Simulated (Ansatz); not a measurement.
Geometry optimisation, RKS PBE-D4/def2-SVP in Ansatz.

The input (input.yaml):

```yaml
crystal:
  periodic: [false, false, false]
  atoms:
    - { symbol: B, position_ang: [0.0, 0.0, 0.0] }
    - { symbol: O, position_ang: [0.0, 0.0, 1.76] }
    - { symbol: H, position_ang: [-0.9095, -0.2814, 2.0971] }
    - { symbol: "N", position_ang: [1.3423, 0.0, -0.775] }
    - { symbol: H, position_ang: [1.8089, -0.9179, -1.0268] }
    - { symbol: H, position_ang: [1.7937, 0.9179, -1.0532] }
    - { symbol: Cl, position_ang: [-1.6108, 0.0, -0.93] }
    - { symbol: Cl, position_ang: [0.0968, 2.0475, 0.6811] }
    - { symbol: H, position_ang: [0.0529, 1.1186, 1.6763] }
basis:
  gaussian: { orbitals: def2-SVP }
hamiltonian:
  xc: pbe
  dispersion: d4
relax:
  f_tol: 0.15
  max_steps: 25
  restrain:
    - { distance: [0, 7], at: 1.86, k: 30.0 }
    - { distance: [8, 1], at: 1.01, k: 30.0 }
    - { distance: [0, 1], at: 2.61, k: 30.0 }
    - { distance: [8, 7], at: 2.57, k: 30.0 }
output:
  orbitals: {}
```

Command:

```bash
$ ansatz run input.yaml --threads 2 --pin off --max-ram 3072MiB --backend cpu --events-out ev --progress --plain --runs-dir out
```

Task: Where does it end, and by what steps?

Result: The run converged. The restraints hold the end off the free minimum. After 8 steps the energy has fallen by 2.897 eV (the restraints' own energy left out); B1 moved furthest, 0.74 Å. Parted: Cl8–H9 (1.36 → 2.57 Å).

| step | energy less start (eV) | largest force component (eV/Å) | accepted |
| --- | --- | --- | --- |
| 0 | 0.0000 | 4.861 | yes |
| 1 | -1.2840 | 2.900 | yes |
| 2 | -1.8668 | 2.662 | yes |
| 3 | -2.2788 | 1.475 | yes |
| 4 | -2.5845 | 1.616 | yes |
| 5 | -2.8366 | 0.902 | yes |
| 6 | -2.8701 | 0.730 | yes |
| 7 | -2.8828 | 0.686 | yes |
| 8 | -2.8966 | 0.699 | yes |

```xyz
9
Properties=species:S:1:pos:R:3
B 0.075 0.600 -0.418
O 0.063 -0.078 2.106
H -0.829 -0.402 1.872
N 1.290 0.091 -0.869
H 1.390 -0.876 -1.176
H 2.166 0.604 -0.763
Cl -1.449 -0.304 -0.646
Cl -0.034 2.357 0.108
H -0.098 0.892 2.217
```

Time of the run: 20 s on 2 threads of Arm Neoverse V1, with other jobs on the host, peak memory 0.15 GiB.
